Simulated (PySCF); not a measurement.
CsI, charge -1, multiplicity 2. Atoms are numbered in the order given.

```xyz
2

Cs     0.0000     0.0000    -1.7750
I      0.0000     0.0000     1.8420
```
Charge -1, spin multiplicity 2.

The structure is a stationary point at B3LYP-D3(BJ)/def2-TZVPD. The multiplicity is an assumed one; other spin states were not compared. The def2 effective core potentials stand for the cores of Cs, I; spin–orbit coupling is left out.

These are C-PCM-ωB97X/def2-TZVPD (PySCF) values and carry that method's errors.

The values are the electrostatic part of the solvation free energy, E(continuum) − E(gas) at the gas-phase geometry, in a cavity of scaled van der Waals radii (PySCF's table); cavitation and dispersion terms are not included. A continuum can't describe solvent molecules that bind to the metal.

```csv
solvent,ε,ΔG(elec) (kcal/mol)
water,78.36,-40.8
methanol,32.61,-40.0
"N,N-dimethylformamide",37.22,-40.2
```
